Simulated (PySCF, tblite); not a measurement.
Isomers of C5H7N2 (doublet state), one GFN2-xTB conformer each. Single-point energies are computed at B3LYP/pcH-1 (PySCF, gas phase, no added dispersion term), electronic only. GFN2-xTB treats the open shell by occupation alone, and not every SCF solution was tested for stability.

```tsv
SMILES	GFN2-xTB relative energy (kJ/mol)
[CH2]n1cc(C)cn1	0.0
[H]/[C]=N/N(C=C)C=C	273.6
[H]/[C]=C\C(CN=C)=N\[H]	326.5
C/N=C\C#C[CH]N	180.4
```

Conformers: `[CH2:1][n:2]1[cH:3][c:4]([CH3:5])[cH:6][n:7]1` (doublet state) with H–C1–N2–C3 180° and 0°; `[H]/[C:1]=[N:2]/[N:3]([CH:4]=[CH2:5])[CH:6]=[CH2:7]` (doublet state) with C1–N2–N3–C4 1°, N2–N3–C4–C5 171°, N2–N3–C6–C7 -5°; `[H]/[C:1]=[CH:2]\[C:3](=[N:4]\[H])[CH2:5][N:6]=[CH2:7]` (doublet state) with C1–C2–C3–N4 -4°, C2–C3–C5–N6 40°, C3–C5–N6–C7 121°; `[CH3:1]/[N:2]=[CH:3]\[C:4]#[C:5][CH:6][NH2:7]` (doublet state) with C5–C6–N7–H -15° and -160°.

What does B3LYP/pcH-1 give for the same structures?

| SMILES | B3LYP/pcH-1 E (Eh) | B3LYP/pcH-1 (kJ/mol) | GFN2-xTB (kJ/mol) | point group |
| --- | --- | --- | --- | --- |
| [CH2]n1cc(C)cn1 | -304.19224 | 0.0 | 0.0 | – |
| C/N=C\C#C[CH]N | -304.15676 | 93.2 | 180.4 | – |
| [H]/[C]=C\C(CN=C)=N\[H] | -304.11497 | 202.9 | 326.5 | C1 |
| [H]/[C]=N/N(C=C)C=C | -304.10611 | 226.1 | 273.6 | – |

Both levels put the same isomer lowest; measured from each level's own lowest isomer, the values differ by up to 123.6 kJ/mol ([H]/[C]=C\C(CN=C)=N\[H]: 326.5 against 202.9). 

What happens when harmonic zero-point energies from GFN2-xTB frequencies are added?

```tsv
SMILES	ZPE (kJ/mol)	electronic (kJ/mol)	with ZPE (kJ/mol)
[CH2]n1cc(C)cn1	289.0	0.0	0.0
C/N=C\C#C[CH]N	280.6	93.2	84.8
[H]/[C]=C\C(CN=C)=N\[H]	277.7	202.9	191.6
[H]/[C]=N/N(C=C)C=C	279.7	226.1	216.8
```

The zero-point energies span 11.3 kJ/mol. The order is unchanged.
